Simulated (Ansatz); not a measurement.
Compare A (`O[SiH]([SiH3])N[SiH3]`) with its isomer B (`[SiH3]N[SiH2]O[SiH3]`).

Program: Ansatz. Geometries: PBE0-D4/def2-TZVP. ΔE: electronic, gas phase. CBS: MP2 limit from def2 TZ/QZ plus the TZ coupled-cluster correction, frozen cores. DFT in def2-TZVPP. B3LYP here is the variant with VWN-RPA as its local correlation; programs differ in this. One conformer a species, not always the lowest.

Task: Which is lower in electronic energy at CCSD(T)/CBS, and by how much? (Best estimate.)

Result: Computed: B, by 27.1 kcal/mol.

Task: Give E(B) − E(A) in kcal/mol with MP2/def2-TZVPP, HF/def2-TZVPP, B3LYP-D4, PBE0-D4, B2PLYP, r2SCAN-D4, ωB97M-V. (Best estimate.)

Result: Computed: MP2/def2-TZVPP -28.9, HF/def2-TZVPP -34.8, B3LYP-D4 -27.0, PBE0-D4 -22.5, B2PLYP -28.4, r2SCAN-D4 -25.2, ωB97M-V -27.3. None reverses the order clearly.

Largest T1 diagnostic: 0.012.

In def2-TZVPP, CCSD(T) changes the Hartree–Fock value by +7.7 kcal/mol (the triples alone add +1.1 kcal/mol) and MP2 by +5.9 kcal/mol. From PBE to PBE0 (25 % exact exchange), in def2-TZVPP and without D4, E(B) − E(A) moves by −2.4 kcal/mol.
